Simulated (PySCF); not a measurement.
These compounds are isomers of formula C6H8NP.

A. SMILES C1=CC(C)=NC(C)=P1
B. SMILES Cc1cc(C)pcn1
C. `Cc1cncpc1C`
D. SMILES CC1=C(C)P1CC#N
E. SMILES c1(PC)ccccn1

Spectrum 1. 13C{1H} NMR (computed): δ 190.1 (CH), 188.7 (C), 154.2 (CH), 137.0 (C), 27.4 (CH3), 21.2 (CH3).

Spectrum 2. 13C{1H} NMR (computed): δ 130.8 (C), 120.7 (C), 18.9 (CH2), 15.5 (CH3).

Spectrum 3. 13C{1H} NMR (computed): δ 192.3 (CH), 190.2 (C), 161.8 (C), 129.8 (CH), 29.6 (CH3), 28.2 (CH3).

Spectrum 4. 13C{1H} NMR (computed): δ 172.8 (C), 155.8 (CH), 139.8 (CH), 131.3 (CH), 125.3 (CH), 7.5 (CH3).

Spectrum 5. 13C{1H} NMR (computed): δ 204.9 (C), 176.1 (CH), 160.5 (C), 125.5 (CH), 34.6 (CH3), 30.1 (CH3).

- GFN2-xTB structure
- shieldings: GIAO PBE0/pcSseg-1
- program: PySCF 2.14.0 with density-fitted response routines
- no relativistic terms, one computed conformer, one averaged value for each set of equivalent atoms, no solvent model

Referencing at the same level of theory: TMS for 13C. Splittings of carbon signals by F and P are missing where no couplings were computed. Shifts are as computed. Against solution values, carbons near 30 ppm lie about +3 ppm off and those near 130 ppm about +5 ppm. Of 1211 compounds with measured shifts, 218 miss one by over three times the rms of a fit or turn the order of signals round; such compounds aren't used in these exercises.

Match each spectrum to its structure.

Results:

1–C, 2–D, 3–B, 4–E, 5–A.

- Spectrum 1 (C): 6 13C signals; δC 190.1 is an aromatic CH next to a ring nitrogen; δC 154.2 is an aromatic CH next to a ring nitrogen.
- Spectrum 2 (D): 4 13C signals; δC 130.8 is a fully substituted alkene carbon; δC 120.7 is a nitrile carbon.
- Spectrum 3 (B): 6 13C signals; δC 192.3 is an aromatic CH next to a ring nitrogen; δC 129.8 is an aromatic CH.
- Spectrum 4 (E): 6 13C signals; δC 155.8 is an aromatic CH next to a ring nitrogen; δC 139.8 is an aromatic CH.
- Spectrum 5 (A): 6 13C signals; δC 34.6 is a methyl carbon on an aromatic ring; δC 30.1 is a methyl carbon on an aromatic ring.
